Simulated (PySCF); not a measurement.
An unknown is described by computed data only.

Elements present: C, F and H. Monoisotopic mass: 144.0187 u.

| Quantity | Value |
| --- | --- |
| Rotational structure | rotational constants A, B, C: 2.568, 0.598, 0.488 GHz [GFN2-xTB] |
| NMR, other nuclei | isotropic shieldings of nuclei other than C and H, by class: 257 (1 F), 283 (1 F), 360 (1 F) ppm [GIAO PBE0/pcSseg-1] |
| Polarisability | 85.8 au [wB97X-D/def2-SVPD] |
| Triplet | lowest triplet excitation (Tamm–Dancoff): 3.63 eV [TDA wB97X-D/def2-SVPD] |
| Dipole | 2.26 D [wB97X-D/def2-SVPD] |
| UV, first state | lowest singlet excitation: 5.20 eV (238 nm, f = 0.001) [TDDFT wB97X-D/def2-SVPD] |
| 13C NMR | chemical shifts (computed TMS as zero) by class: 175.1 (1 C), 124.5 (1 C), 110.3 (1 C), 80.3 (1 C), 77.7 (1 C), 73.5 (1 C), 12.5 (1 C) ppm [GIAO PBE0/pcSseg-1] |

Gas-phase values; electronic properties from PySCF, density fitting. Levels stand in brackets. Isolated species at its GFN2-xTB geometry, gas phase. NMR classes are plain means over equivalent atoms (diastereotopic ones count apart unless rotation or inversion swaps them), as if these changed places fast.

Question: Which formula fits the mass and the elements?

Answer: C7H3F3 (calculated 144.0187). No other formula that holds each of these elements comes within 0.0003 u with a fitting electron parity and a possible valence count.

Question: What is the compound? Reason from the data.

Answer: Numbering: `[CH:1]#[C:2][CH2:3][C:4]#[C:5][C:6]([F:7])=[C:8]([F:9])[F:10]`. Its formula, C7H3F3, gives 5 degrees of unsaturation: 0 rings and 5 π bonds in the structure found. 7 carbons fall into 7 classes; from least to most shielded: =CF2 carbon [C8] (175.1 ppm), vinylic C–F carbon [C6] (124.5 ppm), alkyne carbon [C4] (110.3 ppm), alkyne carbon [C2] (80.3 ppm), terminal alkyne carbon [C1] (77.7 ppm), alkyne carbon [C5] (73.5 ppm), propargylic carbon [C3] (12.5 ppm). The other shieldings belong to: 257 ppm, vinyl fluorine [F10]; 283 ppm, vinyl fluorine [F9]; 360 ppm, vinyl fluorine [F7]. The optimised geometry has point group C1 and is an asymmetric top. Structure: `C#CCC#CC(F)=C(F)F`. Computed isomers that give other values at the same levels: `C#CC(C#C)=CC(F)(F)F` (13C chemical shifts (computed TMS as zero) by class: 146.4 (1 C), 132.3 (1 C), 122.3 (1 C), 102.6 (1 C), 94.7 (1 C), 83.9 (1 C), 81.0 (1 C) ppm); `C=C=C=CC#CC(F)(F)F` (13C chemical shifts (computed TMS as zero) by class: 197.9 (1 C), 179.9 (1 C), 124.9 (1 C), 112.6 (1 C), 94.2 (1 C), 91.1 (1 C), 88.7 (1 C) ppm); `C#C/C=C(\F)C#CC(F)F` (13C chemical shifts (computed TMS as zero) by class: 160.8 (1 C), 110.3 (1 C), 110.2 (1 C), 105.9 (1 C), 97.3 (1 C), 88.3 (1 C), 79.3 (1 C) ppm). The assignments are read from this structure; whether some other isomer fits the data as well wasn't checked.
